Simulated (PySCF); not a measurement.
Vertical excitations of a molecule CH₆ClFOSi₂ from TDDFT-PBE/def2-SVPD (PySCF 2.14.0), as energy in eV (oscillator strength): 5.40 (0.013), 6.03 (0.015), 6.11 (0.010), 6.39 (0.004), 6.46 (0.075), 6.58 (0.013), 6.77 (0.002), 6.79 (0.012), 7.14 (0.020), 7.20 (0.006). Lowest triplet (TDA): 4.89 eV. Geometry optimised at B3LYP-D3(BJ)/def2-SVP. One conformer was computed; it need not be the lowest.

Task: Which molecule gave these data?
A) CO[Si@](F)([SiH3])Cl
B) C[Si@@](O)(Cl)[SiH2]F
C) C[SiH2][Si@](O)(F)Cl
D) CO[Si@H](Cl)[SiH2]F

Result: B, C[Si@@](O)(Cl)[SiH2]F
